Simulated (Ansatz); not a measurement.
This geometry of BF2H3Si (7 atoms, charge 0, multiplicity 1) is a first-order saddle point.

Level of theory: RKS PBE/def2-SVP (Ansatz 0.2.0).

```xyz
7
Properties=species:S:1:pos:R:3
F -1.292 0.710 -1.216
B -0.256 0.781 -0.389
Si 0.523 -0.935 0.636
F -0.481 -2.143 0.133
H 0.282 1.867 -0.212
H 1.374 -0.363 -0.465
H -0.148 0.083 1.512
```

Question: Which two structures does it join? (They come from a converged band through this point; their orientation in space is the band's.)

Answer: No bond is made or broken.

Initial state:

```xyz
7
Properties=species:S:1:pos:R:3
F -1.443 0.807 -1.463
B -0.425 0.946 -0.619
Si 0.318 -0.625 0.441
F -0.478 -2.027 0.105
H 0.049 2.070 -0.505
H 1.779 -0.819 0.122
H 0.200 -0.352 1.919
```

Final state:

```xyz
7
Properties=species:S:1:pos:R:3
F -1.152 0.600 -1.160
B -0.124 0.715 -0.293
Si 0.715 -1.038 0.894
F -0.314 -2.179 0.291
H 0.415 1.797 -0.108
H 0.884 -0.142 -0.561
H -0.424 0.248 0.937
```

Question: How far does it lie above each of them?

Answer: 191.7 kJ/mol above the first and 149.2 kJ/mol above the second. This is the barrier of this one path; another mechanism may lie lower.

Run time: 2.6 min on 1 thread of Arm Neoverse V1, with other jobs on the host, peak memory 0.25 GiB.
